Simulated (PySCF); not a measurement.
ZrCl₄, SMILES [Cl][Zr]([Cl])([Cl])[Cl], multiplicity 1. Geometry: PBE-D3(BJ)/def2-SVP. The spin state was assumed, not searched. The isomer is the one that the SMILES or the coordinates give; other isomers of the formula were not compared. The def2 effective core potentials stand for the cores of Zr; spin–orbit coupling is left out.

Computed equilibrium geometry at PBE-D3(BJ)/def2-SVP (PySCF confirms it by a frequency run) as Cartesian coordinates in Å, and its point group:
point group Td.
```xyz
5

Zr     0.0000     0.0000     0.0000
Cl     1.3476     1.3476    -1.3476
Cl    -1.3476     1.3476     1.3476
Cl    -1.3476    -1.3476    -1.3476
Cl     1.3476    -1.3476     1.3476
```
Charge 0, spin multiplicity 1.
